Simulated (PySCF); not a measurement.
Simulated characterisation data

Theoretical values (PySCF 2.14.0 with density-fitted response routines): σ from GIAO-PBE0/pcSseg-1, couplings computed with B3LYP/pcJ-1 (spin–dipole term left out of most H,H and C,H couplings), geometry from PBE0-D3(BJ)/def2-SVP. One conformer, no relativistic terms, in vacuum, equivalent nuclei averaged.

δ = σ(ref) − σ, references computed at the same level: $^{1}$H (σ = 31.27 ppm) and $^{13}$C (σ = 184.41 ppm) vs TMS. Multiplet labels drop J under 1 Hz and among equivalent protons, and merge close values. Unscaled 3J(H,H) run several per cent high. Where no couplings were computed, multiplicities follow the n + 1 count of equivalent neighbours, and m marks all less simple cases (inequivalent or close neighbours, rings, F or P nearby). Vicinal couplings that depend on rotamer populations or ring flexing (ring, CH–CH, X–H and H–F types) are those of the one conformer. Shifts are as computed. Against solution values, carbons near 30 ppm lie about +2 ppm off and those near 130 ppm about +5 ppm. Of 1211 compounds with measured shifts, 218 miss one by over three times the rms of a fit or turn the order of signals round; such compounds aren't used in these exercises.

Compound 1 (C9H13N). $^{1}$H NMR (500 MHz, computed): δ 8.98 (s, 1H), 8.62 (d, 1H), 7.56 (d, 1H), 7.16 (m, 1H), 1.30 (s, 9H). $^{13}$C{$^{1}$H} NMR (computed): δ 155.7 (CH), 152.6 (CH), 150.3 (C), 136.0 (CH), 127.5 (CH), 33.9 (C), 32.5 (CH3). Structure: SMILES CC(C)(C)c1cccnc1.

Compound 2 (C6H12). $^{1}$H NMR (500 MHz, computed): δ 5.47 (m, 1H), 5.36 (m, 1H), 2.52 (m, 1H), 1.73 (m, 3H), 0.94 (d, J = 7.3 Hz, 6H). $^{13}$C{$^{1}$H} NMR (computed): δ 146.2 (CH), 129.9 (CH), 28.4 (CH), 24.7 (CH3), 15.4 (CH3). Structure: `C/C=C\C(C)C`.
